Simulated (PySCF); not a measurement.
Isomers of C5H5F3Si, mass 150.011 u with the commonest isotopes. Method used: CAM-B3LYP/def2-SVPD in PySCF (dipole) on a GFN2-xTB geometry, gas phase. One conformer each, none proved a minimum here; rigid rotors.

Question: Order these by rotational constant C, smallest first.
A. `C1CC=C([Si](F)(F)F)C=1`
B. `F[Si](/C(=C/C#C)C)(F)F`
C. `[F:1][CH2:2][Si@:3]1([F:4])[CH:5]=[CH:6][C:7]([F:8])=[CH:9]1` with F1–C2–Si3–F4 180°
D. `[CH:1]#[C:2][SiH2:3]/[CH:4]=[CH:5]\[C:6]([F:7])([F:8])[F:9]` with C2–Si3–C4–C5 163°
E. `[CH2:1]=[CH:2][CH2:3][C:4]#[C:5][Si:6]([F:7])([F:8])[F:9]` with C1–C2–C3–C4 -118°

Answer: E (492.2 MHz), D (608.5 MHz), B (677.5 MHz), A (785.2 MHz), C (817.7 MHz).

Question: Order these by rotational constant B, smallest first.
A. `FC1=C[Si](F)(F)C=CC1`
B. `[CH2:1]=[CH:2][CH2:3][C:4]#[C:5][Si:6]([F:7])([F:8])[F:9]` with C1–C2–C3–C4 -118°
C. `[CH:1]#[C:2][SiH2:3]/[CH:4]=[CH:5]\[C:6]([F:7])([F:8])[F:9]` with C2–Si3–C4–C5 163°
D. `[F:1][CH2:2][Si@:3]1([F:4])[CH:5]=[CH:6][C:7]([F:8])=[CH:9]1` with F1–C2–Si3–F4 180°
E. `F[Si](F)(F)C1=CCC=C1`
F. `C#C/C=C(\C)[Si](F)(F)F`

Answer: B (504.9 MHz), C (629.2 MHz), F (740.9 MHz), E (862.5 MHz), D (939.6 MHz), A (994.6 MHz).

Question: Order these by dipole moment, largest first.
A. `[CH:1]#[C:2][SiH2:3]/[CH:4]=[CH:5]\[C:6]([F:7])([F:8])[F:9]` with C2–Si3–C4–C5 163°
B. `[CH2:1]=[CH:2][CH2:3][C:4]#[C:5][Si:6]([F:7])([F:8])[F:9]` with C1–C2–C3–C4 -118°
C. `C#C/C=C(\C)[Si](F)(F)F`
D. `F[Si](F)(F)C1=CCC=C1`
E. `[F:1][CH2:2][Si@:3]1([F:4])[CH:5]=[CH:6][C:7]([F:8])=[CH:9]1` with F1–C2–Si3–F4 180°

Answer: B (4.45 D), D (4.28 D), C (3.37 D), A (2.57 D), E (1.24 D).

```
                SMILES  point group  Ia (u·Å²)  Ib (u·Å²)  Ic (u·Å²)      κ  μa (D)  μb (D)  μc (D)
  F[Si](F)(F)C1=CCC=C1           C1     178.99     585.92     643.61  -0.92    4.24    0.56    0.01
C#C/C=C(\C)[Si](F)(F)F           Cs     185.34     682.14     745.95  -0.94    3.25    0.89    0.00
C#C[SiH2]/C=C\C(F)(F)F           C1     130.45     803.16     830.58  -0.99    1.90    1.70    0.37
 FC[Si@]1(F)C=CC(F)=C1           C1     252.90     537.84     618.07  -0.79    0.81    0.37    0.86
    C=CCC#C[Si](F)(F)F           C1     163.71    1000.94    1026.79  -0.99    4.36    0.88    0.03
  FC1=C[Si](F)(F)C=CC1           Cs     225.10     508.13     615.40  -0.76    2.33    2.49    0.00
```
